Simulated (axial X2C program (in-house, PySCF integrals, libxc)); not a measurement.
**BeCo: from the spin-free to the two-component result**

Calculated with an in-house relativistic program for diatomic molecules. Spin-free means the one-electron spin-free X2C Hamiltonian; two-component (2c) means X2C with spin–orbit coupling and atomic mean-field two-electron Coulomb and Gaunt terms, so the difference of the two also holds small scalar two-electron terms. Basis: Co dyall-cv3z [9s10p6d3f2g], Be dyall-cv3z [8s8p3d1f] (cores contracted in-house); Gaussian nuclei, density fitting, unrestricted open shells. Masses: Co 58.933 u, Be 9.012 u.

Spin-free state: M_S = 3/2, Λ = 2 (beyond evenly filled blocks: 2 × σα, δ+α, δ+β, δ-α); fragments Co + Be.

| level | Re (Å) | ωe (cm⁻¹) | De (eV) | μ (D) |
| --- | --- | --- | --- | --- |
| PBE0 | 2.118 | 457.7 | 1.113 | -1.11 |
| HF | 2.408 | 283.5 | -1.572 | -1.12 |
| CCSD | 2.135 | 423.8 | n/a | n/a |
| CCSD(T) | 2.091 | 474.8 | 0.241 | n/a |
| LDA | 2.006 | 532.9 | 2.122 | -0.78 |

Correlated methods: 11 electrons correlated (number of frozen shells: Co 3 s, 2 p; Be 1 s), 229 virtual spin orbitals or spinors in MP2, 90 natural virtuals in coupled cluster.

Dipoles are positive if Be is the positive end.

Two-component determinant lowest at the distance of the search:

Ω = 7/2 (⟨Sz⟩ = 1.50, ⟨Lz⟩ = 2.00 at HF); fragments Co + Be.

```tsv
level	Re (Å)	ωe (cm⁻¹)	De (eV)	μ (D)
PBE0	2.118	457.5	n/a	-1.11
HF	2.408	283.3	n/a	-1.12
CCSD	2.135	423.6	n/a	n/a
CCSD(T)	2.091	474.8	n/a	n/a
LDA	2.006	532.6	2.112	-0.78
```

(1) From the two tables, how do the constants change at the CCSD(T) level (2c against spin-free)?

The state is one determinant whose occupation by symmetry is held fixed; it was picked as the lowest of a PBE0 search that is not exhaustive. Dissociation energies refer to the lowest single-determinant-based atoms at the same level and basis. De is not given where an atomic determinant may have missed its ground term or J level, or where the truncated virtual space spoils (T). Density functionals use the spin component along the axis (collinear). CCSD and (T) use frozen natural virtuals with an MP2 correction for the truncation; (T) itself is uncorrected, so its De runs slightly low. Other states lie close and PBE0, whose exact exchange favours high spin, may order them wrongly; the determinant shown need not be the ground state. The nearest other spin-free determinant of the search, M_S = 1/2, Λ = 2, lies 0.22 eV up at the distance of the search. The functionals have no current-density term, which raises determinants with orbital currents, atoms included. With several unpaired electrons one determinant need not be a pure state. A state of lower Ω lies just above, and one determinant can place such states too high, so the state shown need not be the lowest. The search has Ω = 1/2 only 0.11 eV up. At some level and bond length an empty orbital lies below a filled one. The determinant is spin-polarised beyond a pure state at some levels (its spin-free form has ⟨S²⟩ too high), which makes Re and μ there less reliable. The T1 diagnostic is large, a sign of multireference character.

## Answers

(1) At the CCSD(T) level Re is unchanged within 0.001 Å and ωe is unchanged to within 0.2 cm⁻¹.
